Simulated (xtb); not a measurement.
Input for xtb:
```
$ xtb mol.xyz --gfn 2 --opt vtight --json

# file mol.xyz
3

Si     0.12962183    -0.07576357     0.79673491
H      1.20062211    -0.27946032    -0.26456959
Cl    -1.37727974     0.33062885    -0.49803170
```

### Question
Give the HOMO-LUMO gap at the level GFN2-xTB in xtb.

### Answer
2.37 eV

### Question
Give the dipole moment at the level GFN2-xTB.

### Answer
1.29 D

### Question
What is the computed total energy at the end of the optimisation (GFN2-xTB)?

### Answer
-6.7759 Eh
